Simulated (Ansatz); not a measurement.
Geometry optimisation, Ansatz 0.2.0, RKS B3LYP/def2-SVP.

Input file:

```yaml
crystal:
  periodic: [false, false, false]
  atoms:
    - { symbol: C, position_ang: [-0.4621, 0.695, -0.0519] }
    - { symbol: S, position_ang: [0.9664, 0.4695, 0.936] }
    - { symbol: Si, position_ang: [1.4799, -1.5552, 0.4657] }
    - { symbol: F, position_ang: [0.5117, -2.1087, -0.5735] }
    - { symbol: H, position_ang: [-1.3013, 0.0357, 0.2049] }
    - { symbol: H, position_ang: [-0.8733, 1.7746, 0.0967] }
    - { symbol: H, position_ang: [-0.2601, 0.6211, -1.1236] }
basis:
  gaussian: { orbitals: def2-SVP }
hamiltonian:
  xc: b3lyp
relax:
  f_tol: 0.015
  max_steps: 40
output:
  orbitals: {}
```

Launched with:

```bash
$ ansatz run input.yaml --threads 1 --pin off --max-ram 2048MiB --backend cpu --events-out ev --progress --plain --runs-dir out
```

Question: Where does it end, and by what steps?

Answer: The run converged. After 6 steps the energy has fallen by 0.561 eV; Si3 moved furthest, 0.14 Å.

```tsv
step	energy less start (eV)	largest force component (eV/Å)	accepted
0	0.0000	4.240	yes
1	-0.4139	1.275	yes
2	-0.4164	1.540	yes
3	-0.5403	0.680	yes
4	-0.5570	0.177	yes
5	-0.5604	0.031	yes
6	-0.5606	0.013	yes
```

```xyz
7
Properties=species:S:1:pos:R:3
C -0.516 0.725 -0.086
S 0.979 0.431 0.948
Si 1.597 -1.595 0.521
F 0.437 -2.019 -0.576
H -1.317 0.025 0.186
H -0.841 1.755 0.113
H -0.278 0.611 -1.151
```

Whether the end is a true minimum wasn't checked by a vibrational analysis.

Time of the run: 27 s on 1 thread of Arm Neoverse V1, on a shared host, peak memory 0.15 GiB.
